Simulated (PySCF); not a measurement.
**Low-lying terms of Xe (xenon, neutral)**

Ground state [Xe], ¹S. Computed with PySCF 2.14 in aug-cc-pVTZ-PP with one added diffuse shell each of d, f type with ECP28MDF (6s5p5d3f, 67 functions), with a scalar-relativistic core potential. Vertical excitation energies in eV without spin-orbit coupling; excited terms of each kind are numbered among those the solver found.

| term | leading excitation | TDA-wB97X |
| --- | --- | --- |
| 1 3P° | 5p → s | 8.918 |
| 1 1P° | 5p → s | 8.976 |
| 2 3P° | 5p → d | 10.118 |
| 1 3S | 5p → p | 10.219 |
| 1 3F° | 5p → d | 10.243 |
| 1 1F° | 5p → d | 10.412 |
| 1 1D | 5p → p | 10.501 |
| 1 1D° | 5p → d | 10.504 |
| 1 3D° | 5p → d | 10.504 |
| 1 3D | 5p → p | 10.513 |
| 1 1P | 5p → p | 10.712 |
| 1 3P | 5p → p | 10.712 |
| 1 1S | 5p → p | 11.220 |

Problem. What does TD-wB97X give for these terms?

Solution. 1 3P° 8.912; 1 1P° 8.965; 2 3P° 10.090; 1 3S 10.215; 1 3F° 10.207; 1 1F° 10.406; 1 1D 10.495; 1 1D° 10.501; 1 3D° 10.501; 1 3D 10.504; 1 1P 10.712; 1 3P 10.712; 1 1S 11.108 (eV).

Where a singlet and its triplet coincide, the exchange integral that splits them vanishes by symmetry for a single excitation; correlation beyond this level separates them.

Oscillator strength of the first ¹S → ¹P° line: TDA-wB97X 0.638, TD-wB97X 0.628.

The spin-orbit splitting of the hole, absent here, rivals or exceeds the spacing of these terms, so the LS terms are model states.

Only the lower part of the computed list is shown. The solver can miss terms. Rydberg members are limited by the diffuse functions of the basis.
